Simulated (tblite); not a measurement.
Input of a run (GFN2-xTB geometry optimisation, gas phase (tblite 0.8.0)), started from a force field or distance geometry:
```
{"job": {"kind": "relax", "xc": "GFN2-xTB", "basis": "xTB"}, "charge": 0, "multiplicity": 2}
C     -1.001400     1.678900    -0.119300
C     -0.732900     0.380100    -0.293900
Si     0.872500    -0.227000    -1.026500
Si     2.340100    -0.812400     0.629700
C     -1.663200    -0.737300     0.115200
F     -1.082000    -1.566000     1.011500
F     -2.781600    -0.253800     0.711900
H     -0.317900     2.478200    -0.405800
H     -1.947000     1.995800     0.326000
H      0.551700    -1.394900    -1.888500
H      1.438000     0.843900    -1.889100
H      3.567600    -1.425900     0.057900
H      2.733400     0.370800     1.450500
H     -1.977800    -1.331100    -0.756500
```

Output (eV, eV/Å):
```
step      E/eV     max force
  0    -620.88156    1.099
  1    -620.92156    0.584
  2    -620.94767    0.412
  3    -620.95723    0.295
  4    -620.96460    0.221
  5    -620.96984    0.208
  6    -620.97768    0.312
  7    -620.98780    0.353
  8    -620.99558    0.260
  9    -621.00025    0.184
 10    -621.00385    0.188
 11    -621.00837    0.229
 12    -621.01310    0.241
 13    -621.01605    0.158
 14    -621.01743    0.088
 15    -621.01849    0.099
 16    -621.01983    0.126
 17    -621.02125    0.134
 18    -621.02242    0.096
 19    -621.02340    0.080
 20    -621.02434    0.078
 21    -621.02512    0.081
 22    -621.02558    0.057
 23    -621.02584    0.042
 24    -621.02612    0.052
 25    -621.02649    0.069
 26    -621.02690    0.066
 27    -621.02724    0.044
 28    -621.02754    0.050
 29    -621.02793    0.057
 30    -621.02841    0.062
 31    -621.02882    0.051
 32    -621.02906    0.041
 33    -621.02921    0.036
 34    -621.02939    0.036
 35    -621.02966    0.054
 36    -621.02998    0.053
 37    -621.03028    0.046
 38    -621.03056    0.060
 39    -621.03085    0.058
 40    -621.03115    0.045
 41    -621.03143    0.049
 42    -621.03168    0.057
 43    -621.03196    0.055
 44    -621.03225    0.052
 45    -621.03251    0.044
 46    -621.03270    0.045
 47    -621.03290    0.041
 48    -621.03319    0.053
 49    -621.03365    0.071
 50    -621.03426    0.077
 51    -621.03488    0.063
 52    -621.03538    0.051
 53    -621.03577    0.053
 54    -621.03616    0.056
 55    -621.03664    0.055
 56    -621.03719    0.061
 57    -621.03762    0.060
 58    -621.03760    0.099
 59    -621.03822    0.052
 60    -621.03841    0.035
 61    -621.03868    0.037
 62    -621.03885    0.041
 63    -621.03905    0.035
 64    -621.03924    0.044
 65    -621.03952    0.048
 66    -621.03992    0.076
 67    -621.04037    0.077
 68    -621.04065    0.040
 69    -621.04070    0.041
 70    -621.04081    0.021
 71    -621.04084    0.016
 72    -621.04094    0.016
 73    -621.04100    0.017
 74    -621.04105    0.017
 75    -621.04109    0.013
 76    -621.04112    0.012
 77    -621.04114    0.012
 78    -621.04116    0.012
 79    -621.04117    0.009
```

Problem. Summarise the run.

Solution. The energy falls by 0.160 eV over 79 L-BFGS steps, the largest force on an atom goes from 1.10 to 0.009 eV/Å, and the atoms move by 0.272 Å rms after alignment. The bond that changes most is C2–Si3 (ends: carbon bonded to 2 C and Si; silicon bonded to C, Si and 2 H), which lengthens by 0.029 Å. Bonds longer at the end by more than 0.005 Å: 2 of 13; shorter: 9. Among the angles that change most is Si4–Si3–H11, from 111.1° to 123.1°. Among the dihedrals that turn most is H10–Si3–Si4–H13, from 177° to -154°. The energy rose by more than 1e-5 eV at step 58. The first step brought 25 % of the lowering.

Problem. What are the final bond lengths?

Solution. C1=C2 1.323 Å, C2–Si3 1.895 Å, Si3–Si4 2.276 Å, C2–C5 1.491 Å, C5–F6 1.365 Å, C5–F7 1.357 Å, C1–H8 1.077 Å, C1–H9 1.079 Å, Si3–H10 1.474 Å, Si3–H11 1.477 Å, Si4–H12 1.466 Å, Si4–H13 1.466 Å, C5–H14 1.103 Å. Numbering counts from 1 in the input's order; the species is `C=C([SiH2][SiH2])C(F)F` [radical].

Its GFN2-xTB frequencies are all real (lowest 31 cm⁻¹). 3 starts were optimised and ended at 0.00, 0.88 and 1.40 kcal/mol (GFN2-xTB); the lowest of these is shown.

One conformer stands for the species.

The numbers are calculated, not measured.
